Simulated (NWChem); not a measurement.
# CF₃, doublet; SMILES F[C](F)F

```xyz
4

F     -0.3244     1.2077    -0.0722
C      0.0000     0.0000     0.3198
F     -0.8837    -0.8847    -0.0722
F      1.2081    -0.3230    -0.0722
```
Atoms are numbered in this order, from 1.

Level: PBE0/def2-SVP, spin-unrestricted (NWChem), optimised geometry, unscaled harmonic frequencies. In the optimisation the excess spin sits in a (C3, its own frame).

```csv
frequency (cm⁻¹),IR intensity (km/mol)
522,2.3
522,2.3
715,16.9
1129,47.5
1336,366.5
1336,366.5
```

```
Quantity                                                                           Value
-----------------------------------------------------------------------  ---------------
zero-point energy                                                           7.9 kcal/mol
thermal correction to the enthalpy at 298.15 K (with zero-point energy)    10.7 kcal/mol
heat capacity Cv                                                         9.7 cal/(mol K)
dipole moment                                                                     0.23 D
```

Rigid rotor and harmonic oscillator.
